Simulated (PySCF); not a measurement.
Ligand exchange on a metal centre used in film growth or etching (Sc Cl-NH2). Isolated molecules, 0 K electronic values unless said otherwise. One relaxed conformer stands for each flexible species; it need not be the lowest.

Calculation: B3LYP-D3(BJ)/def2-TZVP // BP86-D3(BJ)/def2-SVP (PySCF). All candidates: neutral, multiplicity 1. B3LYP has the VWN-RPA correlation part, as in Gaussian. 

| Property | Result |
|---|---|
| HOMO | -7.82 eV |
| LUMO | -2.78 eV |
| HOMO–LUMO gap | 5.04 eV |

Name which member has these values.
(A) [Sc(Cl)3]
(B) [Sc(NH2)3]
(C) [Sc(Cl)2(NH2)]
(D) [Sc(Cl)(NH2)2]

C, [Sc(Cl)2(NH2)]. The others give [Sc(Cl)3]: -8.97 eV, -3.64 eV, 5.33 eV; [Sc(NH2)3]: -6.33 eV, -1.32 eV, 5.01 eV; [Sc(Cl)(NH2)2]: -7.08 eV, -2.00 eV, 5.07 eV
